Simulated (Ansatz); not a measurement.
Harmonic frequencies (cm⁻¹) at PBE0-D4/def2-TZVP from Ansatz: 131, 141, 393, 488, 493, 671, 734, 1013, 1146, 1291, 1405, 1775, 1966, 3054, 3756.

Each molecule was computed in one conformer, which needn't be the lowest.

Which molecule is it?
A. `O/C=[N]/[ZnH]`
B. `[Cl][Al]1[CH2][GaH]1`
C. `S=CB(S)Cl`
D. `F[C@H]1[SiH2][C@@H]1Cl`

A.
